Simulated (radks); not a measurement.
Species: Te32+. Configuration: [Ar] 3d2. Calculated with a radial shooting solver on a logarithmic mesh with Libxc functionals: scalar-relativistic Kohn-Sham, r2SCAN, spin-polarised, spherical densities, finite nucleus; open shells are filled with parallel spins first (spin-orbit coupling, left out, can overturn this in heavy ions); meta-GGA in the generalised Kohn-Sham scheme; Fermi nuclear charge, rms radius 4.7423 fm.

Normalised radial functions P(r) = r R(r), r in bohr:

r,3s down,3p down
0.001759,0.2368,0.0079
0.002236,0.2878,0.0120
0.002842,0.3472,0.0183
0.003585,0.4123,0.0276
0.004557,0.4863,0.0419
0.005793,0.5639,0.0635
0.007364,0.6393,0.0957
0.009362,0.7025,0.1429
0.0119,0.7389,0.2109
0.01513,0.7284,0.3060
0.01923,0.6464,0.4344
0.02445,0.4682,0.5986
0.03108,0.1777,0.7928
0.03951,-0.2176,0.9955
0.04983,-0.6515,1.1566
0.06335,-1.0473,1.2147
0.08053,-1.2274,1.0686
0.1024,-1.0220,0.6363
0.1301,-0.3542,-0.0885
0.1654,0.6471,-0.9743
0.2103,1.6124,-1.7380
0.2674,2.0929,-2.0602
0.3399,1.8813,-1.8059
0.4321,1.2051,-1.1683
0.5449,0.5495,-0.5513
0.6927,0.1576,-0.1680
0.8806,0.0263,-0.0306
1.119,0.0022,-0.0029
1.423,0.0001,-0.0001
1.809,0.0000,0.0000

3s down: eigenvalue -2287.7 eV, 2 radial nodes at r = 0.0349, 0.142 bohr, <r> = 0.299 bohr, 90 % of the charge inside 0.435 bohr. 3p down: eigenvalue -2127.8 eV, 1 radial node at r = 0.127 bohr, <r> = 0.292 bohr, 90 % of the charge inside 0.433 bohr.
